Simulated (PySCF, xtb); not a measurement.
C5H5F, SMILES C=C(F)CC#C. The values are those of a single conformer.

Harmonic wavenumbers (cm⁻¹) from xtb with GFN2-xTB at its own minimum, in rising order: 38, 125, 286, 343, 359, 439, 585, 643, 669, 721, 860, 876, 928, 939, 1005, 1127, 1226, 1274, 1376, 1417, 1731, 2297, 2957, 2982, 3133, 3171, 3401.

Problem. What does PBE0-D3(BJ)/def2-SVP in PySCF 2.14.0 give at its own minimum? (An estimate is asked for; the answer gives what the named calculation found.)

Solution. 72, 141, 345, 368, 406, 476, 650, 697, 714, 751, 874, 884, 931, 964, 1000, 1198, 1293, 1365, 1396, 1417, 1783, 2256, 3052, 3130, 3200, 3311, 3491. Paired by order, the mean absolute difference is 50 cm⁻¹ and the zero-point energies are 49.9 and 51.7 kcal/mol.
